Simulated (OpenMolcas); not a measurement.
Cu2+ among 5 point charges of -1.5 e arranged as a trigonal bipyramid (D3h), 1.83 Å from the ion.

```
Program             : OpenMolcas 26.06
Method              : SS-CASPT2, IPEA 0.25 Eh, imaginary shift 0.1 Eh (closed shells correlated: 3s 3p)
Basis               : ANO-RCC-VTZP [6s5p3d2f1g]
Scalar Hamiltonian  : DKH2, point nucleus
Active space        : 9 electrons in 5 orbitals (3d)
State averaging     : 2S+1 = 2 even, 5 roots
Spin-orbit coupling : RASSI with atomic mean-field integrals over the reference wave functions
```

Question: What is the spin-free ground state (labels of D3, the rotations of D3h)?

Answer: 2A1, 1-fold in its orbital part, 100 % from free-ion D terms; it has the highest spin that d9 allows.

Question: Where is the first state of the same spin?

Answer: 2E at 3960 cm-1 above the ground state.

Question: What are the lowest two levels with spin-orbit coupling?

Answer: A 2-fold level E1/2 with g = 1.91, 2.94, 2.94, then a 2-fold level E3/2 3490 cm-1 above it. Their leading multiplicities are 2 (100 %) and 2 (100 %).

Question: What is χT at 300 K, and how does it compare with the textbook value?

Answer: The lowest level has 2S+1 = 2, for which the spin-only value is χT = S(S+1) / 2 = 0.375 cm3 K/mol (g = 2). The computed 0.731 at 300 K differs by +0.356, through orbital momentum, spin-orbit coupling and any other state in reach.

Roots that are degenerate in the reference are averaged as groups; the widest CASPT2 spread within a group is 55 cm-1 (the 2-fold group of multiplicity 2 near 4760 cm-1 above the lowest state of its run). Shifts and gaps below about the spread of the groups concerned are not significant. The ground term spreads over less than 5000 cm-1, several times less than with real ligands, so orbital moments are less quenched and χT lies further from the spin-only value than at real sites. Free-ion shares, where given, are those of the reference states; single-state CASPT2 does not remix them. This is an electrostatic model: the charges have no orbitals. No measured value stands beside these numbers.
